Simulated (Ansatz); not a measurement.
Input file for Ansatz (a quantum-chemistry and plane-wave program): R-wB97M-V/def2-TZVPP on CH6InN (SMILES [CH3][InH][NH2]), a point of a torsion scan. Elements past Kr take the def2 small-core potentials; no spin–orbit coupling.

Ansatz 0.2 input:
```yaml
crystal:
  periodic: [false, false, false]
  atoms:
    - {symbol: C, position_ang: [-1.68869881, 0.17635382, -0.21545515]}
    - {symbol: In, position_ang: [0.19826340, -0.47742854, 0.73899053]}
    - {symbol: N, position_ang: [1.58220678, -1.43171965, -0.40787722]}
    - {symbol: H, position_ang: [-2.48013161, -0.53605755, 0.01011625]}
    - {symbol: H, position_ang: [-1.99227119, 1.16569796, 0.11892152]}
    - {symbol: H, position_ang: [-1.50877838, 0.18636418, -1.28986796]}
    - {symbol: H, position_ang: [0.57350123, -0.47040488, 2.42962765]}
    - {symbol: H, position_ang: [1.62612395, -1.14773725, -1.38023869]}
    - {symbol: H, position_ang: [2.53490419, -1.47649367, -0.06414254]}
basis:
  gaussian:
    orbitals: def2-TZVPP
hamiltonian:
  xc: {name: wB97M-V}
scf: {lower_state_search: off}
```

The head of its log:

```
WARN ansatz: RAYON_NUM_THREADS=1 ignored (pool sized by the plan → 1); use --threads N
Functional definition: wB97M-V
these checks for a lower state are left out or cut short: stability, starts, cluster_reference, orbital_swaps, neighbouring_geometries, increment
integrals: 0.13 GiB planned
1113 factors; their error is unknown
integrals: 0.16 GiB planned
282 factors; integrals over basis functions are off by at most 9.9e-6 eV
mean field: 1.13 GiB planned
mean field evaluation 1: about -7787.7198 eV, gradient 6.6e1 eV
mean field evaluation 2: about -7785.4378 eV, gradient 7.2e1 eV
```

Problem. What total energy does the run end on?

Solution. -286.5247 hartree.
